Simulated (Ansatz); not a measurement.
Consider the substitution at a C–C bond: `CCC(O)CC` + `C[NH][AlH][Cl]` → `C[N](C)[AlH][Cl]` + `CCC(C)O`.

Isolated molecules relaxed with PBE0-D4/def2-TZVP in Ansatz; ΔE leaves out vibrations. CCSD(T)/CBS is the MP2 limit (def2-TZVPP, def2-QZVPP) plus CCSD(T) − MP2 in def2-TZVPP, frozen cores. Functionals use def2-TZVPP. HSE06 is defined as in plane-wave codes. Each species was taken in one conformer, which may not be the lowest.

| level | ΔE (kJ/mol) | difference from CCSD(T)/CBS |
| --- | --- | --- |
| LDA (SPW92) | 21.1 | -6.4 |
| PBE0-D4 | 25.9 | -1.6 |
| B2PLYP | 25.7 | -1.8 |
| PBE | 24.3 | -3.2 |
| r2SCAN0 | 27.2 | -0.3 |
| HSE06 | 26.3 | -1.2 |
| RPA@PBE/def2-TZVPP | 24.9 | -2.6 |
| HF/def2-SVP | 27.7 | 0.2 |
| CCSD/def2-TZVPP | 27.4 | -0.1 |
| SCS-MP2/def2-QZVPP | 26.7 | -0.8 |
| CCSD(T)/CBS | 27.5 | 0 |

Largest T1 diagnostic among the species: 0.011.

From BLYP to BHLYP (50 % exact exchange), in def2-TZVPP and without D4, ΔE moves by +3.3 kJ/mol. Leaving LDA and LC-ωPBE aside and taking each functional with its dispersion term where it has one, the values, not all of them listed here, spread over 5.6 kJ/mol, from BLYP-D4 to ωB97M-V. LDA lies −3.2 kJ/mol from PBE without D4.
